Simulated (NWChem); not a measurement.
System: C2H4OSe; SMILES C[Se]C=O

Here is an NWChem input.

```
start job
memory heap 200 mb stack 900 mb global 1100 mb
geometry units angstroms noautosym nocenter noautoz
  C     -1.570721     0.615605     0.000000
  Se     0.366695     0.615988     0.000000
  C      0.581968    -1.287171     0.000000
  O     -0.304961    -2.090140     0.000000
  H     -1.940809     1.120144     0.900864
  H     -1.940809     1.120144    -0.900864
  H     -1.874490    -0.441910     0.000000
  H      1.662775    -1.563217     0.000000
end
basis spherical
  * library 6-31g*
end
dft
  xc b3lyp
  iterations 150
end
property
  shielding 7 1 2 3 4 5 7 8
end
task dft property
```

Excerpt of the output:

```
             Northwest Computational Chemistry Package (NWChem) 7.3.0
             --------------------------------------------------------

                             Geometry "geometry" -> ""
                             -------------------------

 Output coordinates in angstroms (scale by  1.889725989 to convert to a.u.)

  No.       Tag          Charge          X              Y              Z
 ---- ---------------- ---------- -------------- -------------- --------------
    1 C                    6.0000    -1.57072100     0.61560500     0.00000000
    2 Se                  34.0000     0.36669500     0.61598800     0.00000000
    3 C                    6.0000     0.58196800    -1.28717100     0.00000000
    4 O                    8.0000    -0.30496100    -2.09014000     0.00000000
    5 H                    1.0000    -1.94080900     1.12014400     0.90086400
    6 H                    1.0000    -1.94080900     1.12014400    -0.90086400
    7 H                    1.0000    -1.87449000    -0.44191000     0.00000000
    8 H                    1.0000     1.66277500    -1.56321700     0.00000000

 Effective nuclear repulsion energy (a.u.)     251.4533834444

                              NWChem Property Module
                              ----------------------

  itol2e modified to match energy
  convergence criterion.

                                 NWChem DFT Module
                                 -----------------

 Summary of "ao basis" -> "ao basis" (spherical)
 ------------------------------------------------------------------------------
       Tag                 Description            Shells   Functions and Types
 ---------------- ------------------------------  ------  ---------------------
 C                           6-31g*                  6       14   3s2p1d
 Se                          6-31g*                 12       32   5s4p3d
 O                           6-31g*                  6       14   3s2p1d
 H                           6-31g*                  2        2   2s

  itol2e modified to match energy
  convergence criterion.

            General Information
            -------------------
          SCF calculation type: DFT
          Wavefunction type:  closed shell.
          No. of atoms     :     8
          No. of electrons :    58
           Alpha electrons :    29
            Beta electrons :    29
          Charge           :     0
          Spin multiplicity:     1
          Use of symmetry is: off; symmetry adaption is: off
          Maximum number of iterations: 150
          AO basis - number of functions:    82
                     number of shells:    38
          Convergence on energy requested:  1.00D-07
          Convergence on density requested:  1.00D-05
          Convergence on gradient requested:  5.00D-04

              XC Information
              --------------
                         B3LYP Method XC Potential
                     Hartree-Fock (Exact) Exchange  0.200
                        Slater Exchange Functional  0.800 local
                    Becke 1988 Exchange Functional  0.720 non-local
              Lee-Yang-Parr Correlation Functional  0.810
                  VWN I RPA Correlation Functional  0.190 local

             Grid Information
             ----------------
          Grid used for XC integration:  fine
          Radial quadrature: Mura-Knowles
          Angular quadrature: Lebedev.
          Tag              B.-S. Rad. Rad. Pts. Rad. Cut. Ang. Pts.
          ---              ---------- --------- --------- ---------
          C                   0.70       70          10.0       590
          Se                  1.15      140           8.0       974
          O                   0.60       70          10.0       590
          H                   0.35       60          11.0       590
          Grid pruning is: on
          Number of quadrature shells:   590
          Spatial weights used:  Erf1

      Superposition of Atomic Density Guess
      -------------------------------------

 Sum of atomic energies:       -2551.57313395

      Non-variational initial energy
      ------------------------------

 Total energy =   -2553.213399
 1-e energy   =   -4049.324889
 2-e energy   =    1244.658106
 HOMO         =      -0.275286
 LUMO         =       0.007271

   convergence    iter        energy       DeltaE   RMS-Dens  Diis-err
 ---------------- ----- ----------------- --------- --------- ---------
 d= 0,ls=0.0,diis     1  -2555.0017122591 -2.81D+03  1.93D-02  9.74D-01
 d= 0,ls=0.0,diis     2  -2554.6330405031  3.69D-01  1.42D-02  4.82D+00
 d= 0,ls=0.0,diis     3  -2555.1090238167 -4.76D-01  4.47D-03  8.64D-02
 d= 0,ls=0.0,diis     4  -2555.1134115271 -4.39D-03  2.39D-03  3.93D-02
 d= 0,ls=0.0,diis     5  -2555.1187471958 -5.34D-03  4.10D-04  7.24D-04
  Resetting Diis
 d= 0,ls=0.0,diis     6  -2555.1188694662 -1.22D-04  8.22D-05  7.11D-05
 d= 0,ls=0.0,diis     7  -2555.1188785598 -9.09D-06  6.41D-05  5.92D-06
 d= 0,ls=0.0,diis     8  -2555.1188771219  1.44D-06  3.72D-05  1.85D-05
 d= 0,ls=0.0,diis     9  -2555.1188794136 -2.29D-06  6.61D-06  7.29D-07
 d= 0,ls=0.0,diis    10  -2555.1188794820 -6.84D-08  1.73D-06  3.41D-08

         Total DFT energy =    -2555.118879481996
      One electron energy =    -4051.855729717351
           Coulomb energy =     1353.372621486634
    Exchange-Corr. energy =     -108.089154695687
 Nuclear repulsion energy =      251.453383444409

 Numeric. integr. density =       57.999998363656

                       DFT Final Molecular Orbital Analysis
                       ------------------------------------

 Vector   27  Occ=2.000000D+00  E=-3.403899D-01
              MO Center= -2.0D-01,  4.2D-01, -3.2D-10, r^2= 2.9D+00
   Bfn.  Coefficient  Atom+Function         Bfn.  Coefficient  Atom+Function
  ----- ------------  ---------------      ----- ------------  ---------------
    25      0.514390  2 Se px                 3     -0.329918  1 C  px
    24     -0.262359  2 Se s                 21     -0.226713  2 Se px
     7     -0.200972  1 C  px                28      0.183596  2 Se s
    63      0.165345  4 O  px                26      0.148266  2 Se py
    29      0.132404  2 Se px                79      0.120447  7 H  s

 Vector   28  Occ=2.000000D+00  E=-2.655280D-01
              MO Center=  1.4D-01, -1.2D+00, -6.0D-10, r^2= 2.9D+00
   Bfn.  Coefficient  Atom+Function         Bfn.  Coefficient  Atom+Function
  ----- ------------  ---------------      ----- ------------  ---------------
    26      0.462816  2 Se py                64      0.397553  4 O  py
    63     -0.329574  4 O  px                68      0.290991  4 O  py
    82      0.257456  8 H  s                 67     -0.234393  4 O  px
    22     -0.192068  2 Se py                81      0.168497  8 H  s
    30      0.157901  2 Se py                80      0.132888  7 H  s

 Vector   29  Occ=2.000000D+00  E=-2.457943D-01
              MO Center=  2.1D-01,  2.9D-01, -2.2D-09, r^2= 2.6D+00
   Bfn.  Coefficient  Atom+Function         Bfn.  Coefficient  Atom+Function
  ----- ------------  ---------------      ----- ------------  ---------------
    27      0.701233  2 Se pz                31      0.344633  2 Se pz
    23     -0.298423  2 Se pz                65     -0.226490  4 O  pz
    69     -0.182136  4 O  pz                76     -0.106721  5 H  s
    78      0.106721  6 H  s                  5     -0.099209  1 C  pz
    19      0.089418  2 Se pz                75     -0.077107  5 H  s

 Vector   30  Occ=0.000000D+00  E=-2.718356D-02
              MO Center=  3.3D-01, -1.2D+00,  5.9D-11, r^2= 2.1D+00
   Bfn.  Coefficient  Atom+Function         Bfn.  Coefficient  Atom+Function
  ----- ------------  ---------------      ----- ------------  ---------------
    55      0.582149  3 C  pz                51      0.511496  3 C  pz
    69     -0.437418  4 O  pz                65     -0.406707  4 O  pz
    27     -0.273196  2 Se pz                31     -0.215084  2 Se pz
    23      0.109369  2 Se pz                43     -0.076345  2 Se d -1
    76      0.061163  5 H  s                 78     -0.061163  6 H  s

 Vector   31  Occ=0.000000D+00  E=-5.554816D-04
              MO Center=  3.3D-01,  4.8D-01, -1.5D-10, r^2= 3.7D+00
   Bfn.  Coefficient  Atom+Function         Bfn.  Coefficient  Atom+Function
  ----- ------------  ---------------      ----- ------------  ---------------
    52      0.849707  3 C  s                  6     -0.750479  1 C  s
    29     -0.711516  2 Se px                30      0.529527  2 Se py
     7     -0.396647  1 C  px                25     -0.347879  2 Se px
    82     -0.294116  8 H  s                 26      0.292484  2 Se py
     3     -0.233895  1 C  px                80      0.216211  7 H  s

 Vector   32  Occ=0.000000D+00  E= 5.007160D-02
              MO Center=  1.4D-02,  2.0D-01, -2.0D-10, r^2= 4.3D+00
   Bfn.  Coefficient  Atom+Function         Bfn.  Coefficient  Atom+Function
  ----- ------------  ---------------      ----- ------------  ---------------
     6      0.980675  1 C  s                 52      0.982624  3 C  s
    28     -0.775157  2 Se s                 30      0.711309  2 Se py
    29      0.560320  2 Se px                82     -0.514620  8 H  s
    54      0.440549  3 C  py                 7      0.436430  1 C  px
    24      0.392235  2 Se s                 76     -0.330785  5 H  s

     Multipole analysis of the density
     ---------------------------------

[...]

          -----------------------------------------
          Chemical Shielding Tensors (GIAO, in ppm)
          -----------------------------------------

                                NWChem CPHF Module
                                ------------------

  scftype          =     RHF
  nclosed          =       29
  nopen            =        0
  variables        =     1537
  # of vectors     =        3
  tolerance        = 0.10D-03
  level shift      = 0.00D+00
  max iterations   =       50
  max subspace     =       30

 SCF residual:    6.5208764134797582E-005

Iterative solution of linear equations
  No. of variables     1537
  No. of equations        3
  Maximum subspace       30
        Iterations       50
       Convergence  1.0D-04

   iter   nsub   residual    time
   ----  ------  --------  ---------
     1      3    8.55D-01      47.3
     2      6    5.76D-02      52.5
     3      9    3.91D-03      57.7
     4     12    3.22D-04      62.7
     5     15    9.56D-06      68.0

      Atom:    1  C
        Diamagnetic
    263.8394     -1.6364      0.0000
     -1.6364    245.2354      0.0000
      0.0000      0.0000    244.8677

        Paramagnetic
    -68.6178      0.4102      0.0000
      0.4102    -74.9344     -0.0000
      0.0000     -0.0000    -63.6358

        Total Shielding Tensor
    195.2216     -1.2261      0.0000
     -1.2261    170.3010     -0.0000
      0.0000     -0.0000    181.2320

           isotropic =     182.2515
          anisotropy =      19.5454

          Principal Components and Axis System
                 1           2           3
              195.2817    181.2320    170.2408

      1         0.9988     -0.0000      0.0490
      2        -0.0490     -0.0000      0.9988
      3         0.0000      1.0000      0.0000

      Atom:    2  Se
        Diamagnetic
   3002.5129     -0.9387     -0.0000
     -0.9387   3000.2915     -0.0000
     -0.0000     -0.0000   2989.0443

        Paramagnetic
  -2104.4117   -660.7202     -0.0000
   -660.7202  -1143.9445     -0.0000
     -0.0000     -0.0000  -1407.4959

        Total Shielding Tensor
    898.1012   -661.6589     -0.0000
   -661.6589   1856.3470     -0.0000
     -0.0000     -0.0000   1581.5485

           isotropic =    1445.3322
          anisotropy =    1123.2114

          Principal Components and Axis System
                 1           2           3
             2194.1398   1581.5485    560.3084

      1        -0.4547     -0.0000      0.8906
      2         0.8906      0.0000      0.4547
      3        -0.0000      1.0000      0.0000

      Atom:    3  C
        Diamagnetic
    255.3749      2.4312      0.0000
      2.4312    270.4356      0.0000
      0.0000      0.0000    237.8851

        Paramagnetic
   -332.6356     31.0783      0.0000
     31.0783   -270.2796     -0.0000
      0.0000     -0.0000   -141.3890

        Total Shielding Tensor
    -77.2607     33.5096      0.0000
     33.5096      0.1560     -0.0000
      0.0000     -0.0000     96.4961

           isotropic =       6.4638
          anisotropy =     135.0484

          Principal Components and Axis System
                 1           2           3
               96.4961    -89.7503     12.6456

      1         0.0000      0.9370      0.3492
      2        -0.0000     -0.3492      0.9370
      3         1.0000     -0.0000      0.0000

      Atom:    4  O
        Diamagnetic
    402.6069     15.9377      0.0000
     15.9377    401.1171      0.0000
      0.0000      0.0000    388.5225

        Paramagnetic
  -1054.0506   -224.0360      0.0000
   -224.0360   -840.9675     -0.0000
      0.0000     -0.0000     -4.1682

        Total Shielding Tensor
   -651.4438   -208.0983      0.0000
   -208.0983   -439.8505     -0.0000
      0.0000     -0.0000    384.3544

           isotropic =    -235.6466
          anisotropy =    -815.1724

          Principal Components and Axis System
                 1           2           3
             -779.0949    384.3544   -312.1994

      1         0.8524      0.0000     -0.5229
      2         0.5229     -0.0000      0.8524
      3        -0.0000      1.0000      0.0000

      Atom:    5  H
        Diamagnetic
     31.2897     -4.2629     -6.5182
     -4.2629     25.6676      5.7646
     -6.5182      5.7646     31.7413

        Paramagnetic
      1.3240      1.2200      2.1663
      1.2200      0.9031     -1.4427
      2.1663     -1.4427      0.2634

        Total Shielding Tensor
     32.6138     -3.0430     -4.3519
     -3.0430     26.5706      4.3219
     -4.3519      4.3219     32.0047

           isotropic =      30.3964
          anisotropy =      12.7063

          Principal Components and Axis System
                 1           2           3
               38.8673     28.1933     24.1286

      1         0.6463      0.7570      0.0963
      2        -0.3904      0.2195      0.8941
      3        -0.6557      0.6154     -0.4374

      Atom:    6  H
        Diamagnetic
     30.8447      4.0583      0.0000
      4.0583     35.5296      0.0000
      0.0000      0.0000     18.3350

        Paramagnetic
      0.1010     -0.1392     -0.0000
     -0.1392     -2.7949     -0.0000
     -0.0000     -0.0000      5.2467

        Total Shielding Tensor
     30.9457      3.9191     -0.0000
      3.9191     32.7347      0.0000
     -0.0000      0.0000     23.5817

           isotropic =      29.0874
          anisotropy =      10.1591

          Principal Components and Axis System
                 1           2           3
               35.8601     27.8203     23.5817

      1         0.6235      0.7818      0.0000
      2         0.7818     -0.6235     -0.0000
      3         0.0000     -0.0000      1.0000

      Atom:    7  H
        Diamagnetic
     38.7194     -6.5083      0.0000
     -6.5083     27.2458      0.0000
      0.0000      0.0000     18.6230

        Paramagnetic
    -18.2235      1.9138     -0.0000
      1.9138     -2.1373     -0.0000
     -0.0000     -0.0000      0.5352

        Total Shielding Tensor
     20.4959     -4.5945     -0.0000
     -4.5945     25.1086     -0.0000
     -0.0000     -0.0000     19.1582

           isotropic =      21.5876
          anisotropy =       9.5334

          Principal Components and Axis System
                 1           2           3
               27.9432     19.1582     17.6613

      1        -0.5251     -0.0000      0.8511
      2         0.8511     -0.0000      0.5251
      3         0.0000      1.0000      0.0000
```

Level: B3LYP/6-31G* (spherical d), GIAO. Geometry: optimised at PBE0/def2-SVP. The output numbers the shielded atoms by their place in the input's list. The printed shielding anisotropy is the first printed principal value minus the mean of the other two.
